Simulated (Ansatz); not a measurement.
A made-up structure of MgInH3, singlet:

Mg1  (0.187, -1.411, 0.978)
In2  (-0.117, 0.871, -0.605)
H3  (0.914, -0.492, -0.336)
H4  (-1.333, 1.053, -1.846)
H5  (0.888, 2.295, -0.478)
(Å)

It is relaxed with PBE-D4/def2-SVP and then PBE0-D4/def2-TZVP (Ansatz 0.2.0). Atoms count as bonded within 1.22 times the sum of their covalent radii (H–H: 0.88 Å). The end point is not checked to be a true minimum.

(1) Does its bonding change? (Judge from chemistry; the calculation decides.)

Answers

(1) By the calculation: Yes. Formed: none; broken: Mg1–H3.

Where it ends: The first stage lowers the energy by 1.18 eV in 9 steps. It ends as MgInH₃ ([Mg][InH3]):
```xyz
5
angstrom
Mg -0.4447 -0.9095 1.5648
In 0.2303 0.7655 -0.9033
H 1.3941 -0.3733 -1.4853
H -1.3917 0.7148 -1.5009
H 0.7522 2.1185 0.0388
```

Labels in which every atom is bracketed show which atoms are joined, not bond orders.

For scale, one of the runs: PBE0-D4/def2-TZVP relaxation, 100 basis functions, launched by `ansatz run in.yaml --threads 2 --pin off --events-out ev --progress --plain --max-ram 4352MiB`. The run took about 10 s on 2 CPU threads of an Intel Xeon 6975P-C (shared host).
